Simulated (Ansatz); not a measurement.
MgO, SMILES [O]=[Mg].

Geometry optimised at r2SCAN-D4/def2-TZVPD.

Two levels are set side by side: PBE/def2-TZVPD (Ansatz, a quantum-chemistry and plane-wave program) and CAM-B3LYP/def2-TZVPD (Ansatz). Energy differences of separate SCF runs at the same geometry; the states with an electron removed or added have multiplicity 2 and 2. Differences are taken from unrounded values.

```tsv
quantity	CAM-B3LYP
vertical ionisation energy (eV)	7.65
vertical electron affinity (eV)	1.97
vertical singlet–triplet gap (eV)	-0.15
```

Question: What does PBE give, and how far is it from CAM-B3LYP? (An estimate is asked for; the answer gives what the named calculation found.)

Answer: 
```tsv
quantity	PBE	PBE minus CAM-B3LYP
vertical ionisation energy (eV)	8.14	0.49
vertical electron affinity (eV)	1.78	-0.19
vertical singlet–triplet gap (eV)	0.52	0.67
```
